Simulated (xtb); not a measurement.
H$_{6}$O$_{7}$Si$_{2}$, charge +1, doublet, from a rough starting geometry (a state made from the parent by changing its charge; the spin is typed, not shown lowest); GFN2-xTB run with xtb 6.7.1.

Here is a job for xtb.
```
$ xtb mol.xyz --gfn 2 --chrg 1 --uhf 1 --opt vtight --json

# file mol.xyz
15

O      2.84279308     0.40257459     0.63803107
Si     1.45289401    -0.40735518     0.34055732
O      1.63410613    -1.36814880    -0.94101320
O      1.07083750    -1.39506210     1.58945227
O      0.32109113     0.66263542     0.04664437
Si    -1.30573945     0.52253319    -0.29807960
O     -1.74894969     1.81412143    -1.13221951
O     -1.52874316    -0.86172532    -1.17252923
O     -2.26284977     0.39115859     1.03254064
H      3.09952399     0.94002662    -0.04441720
H      0.86666641    -1.74715590    -1.30358325
H      1.14641150    -0.98457361     2.51779254
H     -1.14614746     2.15967618    -1.82135948
H     -2.33709652    -1.26702989    -0.95563712
H     -2.26075727     1.21261926     1.58377562
```

Output, abridged:

```
   ID    Z sym.   atoms
    1    8 O      1, 3-5, 7-9
    2   14 Si     2, 6
    3    1 H      10-15

           -------------------------------------------------
          |                Calculation Setup                |
           -------------------------------------------------

molecular fragmentation (1/2 indicates fragments):
111111112111112
# atoms in fragment 1/2:    13     2
 fragment masses (1/2) :      157.21       17.01
CMA distance (Bohr)    :   5.405
constraining FC (au)   :  0.0500

           -------------------------------------------------
          |                 G F N 2 - x T B                 |
           -------------------------------------------------

          ...................................................
          :                      SETUP                      :
          :.................................................:
          :  # basis functions                  54          :
          :  # atomic orbitals                  52          :
          :  # shells                           26          :
          :  # electrons                        55          :
          :  max. iterations                   250          :
          :  Hamiltonian                  GFN2-xTB          :
          :  restarted?                      false          :
          :  GBSA solvation                  false          :
          :  PC potential                    false          :
          :  electronic temp.          300.0000000     K    :
          :  accuracy                    1.0000000          :
          :  -> integral cutoff          0.2500000E+02      :
          :  -> integral neglect         0.1000000E-07      :
          :  -> SCF convergence          0.1000000E-05 Eh   :
          :  -> wf. convergence          0.1000000E-03 e    :
          :  Broyden damping             0.4000000          :
          :  net charge                          1          :
          :  unpaired electrons                  1          :
          ...................................................

 iter      E             dE          RMSdq      gap      omega  full diag
   1    -34.9233427 -0.349233E+02  0.741E+00   10.81       0.0  T
   2    -34.9173319  0.601084E-02  0.488E+00    9.06       1.0  T
   3    -34.9267632 -0.943135E-02  0.368E+00    9.50       1.0  T
   4    -34.9268698 -0.106565E-03  0.288E+00    9.18       1.0  T
   5    -34.9659296 -0.390598E-01  0.228E+00    9.51       1.0  T
   6    -34.9577121  0.821746E-02  0.220E+00    9.49       1.0  T
   7    -34.9831778 -0.254657E-01  0.186E+00    9.57       1.0  T
   8    -35.0116989 -0.285211E-01  0.135E+00    9.67       1.0  T
   9    -34.9756131  0.360858E-01  0.183E+00    9.62       1.0  T
  10    -35.0119903 -0.363772E-01  0.127E+00    9.69       1.0  T
  11    -35.0259671 -0.139768E-01  0.731E-01    9.73       1.0  T
  12    -35.0140866  0.118805E-01  0.978E-01    9.63       1.0  T
  13    -35.0230370 -0.895043E-02  0.789E-01    9.69       1.0  T
  14    -35.0086283  0.144088E-01  0.118E+00    9.67       1.0  T
  15    -35.0184509 -0.982260E-02  0.942E-01    9.69       1.0  T
  16    -35.0281582 -0.970732E-02  0.563E-01    9.70       1.0  T
  17    -35.0327039 -0.454572E-02  0.362E-01    9.72       1.0  T
  18    -35.0348669 -0.216301E-02  0.104E-01    9.73       1.0  T
  19    -35.0349509 -0.839934E-04  0.710E-02    9.73       1.0  T
  20    -35.0350066 -0.556683E-04  0.367E-02    9.73       1.0  T
  21    -35.0349958  0.107794E-04  0.400E-02    9.73       1.0  T
  22    -35.0349949  0.931287E-06  0.405E-02    9.73       1.0  T
  23    -35.0350176 -0.226994E-04  0.221E-02    9.73       1.2  T
  24    -35.0350193 -0.173827E-05  0.193E-02    9.73       1.3  T
  25    -35.0350270 -0.764803E-05  0.404E-03    9.73       6.4  T
  26    -35.0350271 -0.162716E-06  0.244E-03    9.73      10.6  T
  27    -35.0350272 -0.974370E-07  0.815E-04    9.73      31.7  T
  28    -35.0350272 -0.492467E-08  0.642E-04    9.73      40.2  T

[...]
 * total energy  :   -34.8469682 Eh     change       -0.2496461E-06 Eh
 * total energy  :   -34.8469684 Eh     change       -0.2051029E-06 Eh
 * total energy  :   -34.8469685 Eh     change       -0.1676424E-06 Eh
 * total energy  :   -34.8469687 Eh     change       -0.1639066E-06 Eh
 * total energy  :   -34.8469689 Eh     change       -0.1596022E-06 Eh
 * total energy  :   -34.8469690 Eh     change       -0.1662481E-06 Eh
 * total energy  :   -34.8469692 Eh     change       -0.1347796E-06 Eh
 * total energy  :   -34.8469693 Eh     change       -0.1360994E-06 Eh
 * total energy  :   -34.8469694 Eh     change       -0.1234205E-06 Eh
 * total energy  :   -34.8469696 Eh     change       -0.1263424E-06 Eh
 * total energy  :   -34.8469697 Eh     change       -0.1022504E-06 Eh
 * total energy  :   -34.8469697 Eh     change       -0.6934144E-07 Eh
   *** GEOMETRY OPTIMIZATION CONVERGED AFTER 93 ITERATIONS ***
         :: total energy             -34.846969727054 Eh    ::
[...]
        35                         -0.1427251              -3.8837
        36                         -0.0927131              -2.5229
        37                         -0.0634042              -1.7253
        38                         -0.0629747              -1.7136
        39                          0.0216922               0.5903
       ...                                ...                  ...
        52                          0.8269120              22.5014
      -------------------------------------------------------------
                  HL-Gap            0.3669341 Eh            9.9848 eV
             Fermi-level           -0.5350750 Eh          -14.5601 eV

     #   Z          covCN         q      C6AA      α(0)
     1   8 O        1.576    -0.378    20.477     6.106
     2  14 Si       3.119     0.690   147.440    26.068
     3   8 O        1.576    -0.379    20.490     6.108
     4   8 O        1.576    -0.380    20.522     6.113
     5   8 O        1.539    -0.321    19.458     5.951
     6  14 Si       3.119     0.690   147.441    26.068
     7   8 O        1.576    -0.377    20.463     6.104
     8   8 O        1.576    -0.381    20.524     6.113
     9   8 O        1.576    -0.379    20.503     6.110
    10   1 H        0.808     0.369     0.546     1.161
    11   1 H        0.808     0.370     0.544     1.158
    12   1 H        0.808     0.369     0.545     1.159
    13   1 H        0.808     0.369     0.545     1.160
    14   1 H        0.808     0.370     0.544     1.158
    15   1 H        0.808     0.369     0.546     1.160

 Mol. C6AA /au·bohr⁶  :       3480.084179
 Mol. C8AA /au·bohr⁸  :     125806.186879
 Mol. α(0) /au        :        101.697218

Wiberg/Mayer (AO) data.
largest (>0.10) Wiberg bond orders for each atom

 ---------------------------------------------------------------------------
     #   Z sym  total        # sym  WBO       # sym  WBO       # sym  WBO
 ---------------------------------------------------------------------------
     1   8 O    2.222 --     2 Si   1.176    10 H    0.846
     2  14 Si   4.530 --     1 O    1.176     4 O    1.173     3 O    1.167
                             5 O    0.965
     3   8 O    2.213 --     2 Si   1.167    11 H    0.845
     4   8 O    2.218 --     2 Si   1.173    12 H    0.845
     5   8 O    2.261 --     2 Si   0.965     6 Si   0.965
     6  14 Si   4.530 --     9 O    1.177     7 O    1.171     8 O    1.168
                             5 O    0.965
     7   8 O    2.220 --     6 Si   1.171    13 H    0.845
     8   8 O    2.211 --     6 Si   1.168    14 H    0.845
     9   8 O    2.223 --     6 Si   1.177    15 H    0.846
    10   1 H    0.864 --     1 O    0.846
    11   1 H    0.863 --     3 O    0.845
    12   1 H    0.864 --     4 O    0.845
    13   1 H    0.864 --     7 O    0.845
    14   1 H    0.863 --     8 O    0.845
    15   1 H    0.864 --     9 O    0.846
 ---------------------------------------------------------------------------

Topologies differ in total number of bonds
Writing topology from bond orders to xtbtopo.mol

molecular dipole:
                 x           y           z       tot (Debye)
 q only:       -0.025      -0.016      -0.016
   full:       -0.021      -0.007      -0.016       0.069
molecular quadrupole (traceless):
                xx          xy          yy          xz          yz          zz
 q only:        6.312      -4.141      -2.619       2.391      -0.959      -3.693
  q+dip:        4.407      -2.884      -1.827       1.655      -0.664      -2.580
   full:        5.164      -3.384      -2.139       1.939      -0.771      -3.026

optimized geometry written to: xtbopt.xyz

           -------------------------------------------------
          | TOTAL ENERGY              -34.846969727054 Eh   |
          | GRADIENT NORM               0.000087047157 Eh/α |
          | HOMO-LUMO GAP               9.984786134279 eV   |
           -------------------------------------------------

normal termination of xtb
```
